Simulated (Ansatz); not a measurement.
Mo5, relaxed as a quintet with UKS r2SCAN-D4/def2-SVP in Ansatz, starting from the r2SCAN-D4/def2-SVP geometry of the neutral singlet. Force threshold 0.02 eV/Å.

In the def2 sets Mo takes a core potential; there is no spin–orbit coupling. The charge 0 quintet is spin-contaminated (final ⟨S²⟩ up to 6.83, 6.00 for a pure state). The relaxation made no stability test and no search for a lower SCF solution. At r2SCAN-D4/def2-SVP a singlet of charge 0 lies 0.13 eV below the quintet, each at its own geometry. The structure comes from a short search, and lower isomers may exist.

Start:

```csv
atom,x (Å),y (Å),z (Å)
Mo1,0.432,-0.329,1.422
Mo2,-1.006,-1.421,-0.498
Mo3,0.713,1.622,0.370
Mo4,-1.244,0.856,-0.542
Mo5,1.104,-0.729,-0.751
```

Q: Estimate the energy that the relaxation releases and the steps that it takes.

A: 7.2 kcal/mol, in 16 steps; 3.8 min on 4 threads of Arm Neoverse V1 on a shared host. No frequencies were taken in this run, so the end may be a saddle point.

Q: Does the start keep its bonding and symmetry?

A: By distances, no bond broke or formed. The bond that changes most is Mo1–Mo5, from 2.31 to 2.69 Å (atoms count from 1). Point group C2 at the start, Cs at the end, both within 0.05 Å.

Q: Predict the relaxed structure.

A: 
Cartesian coordinates in Å:
```
Mo 0.2359 -0.4529 1.6102
Mo -0.9303 -1.4138 -0.3320
Mo 0.8206 1.4968 0.2423
Mo -1.2662 0.8813 -0.6027
Mo 1.1400 -0.5113 -0.9177
```
Bond lengths (bridged metal pairs left out): 10 × Mo–Mo 2.33 to 3.44 Å.
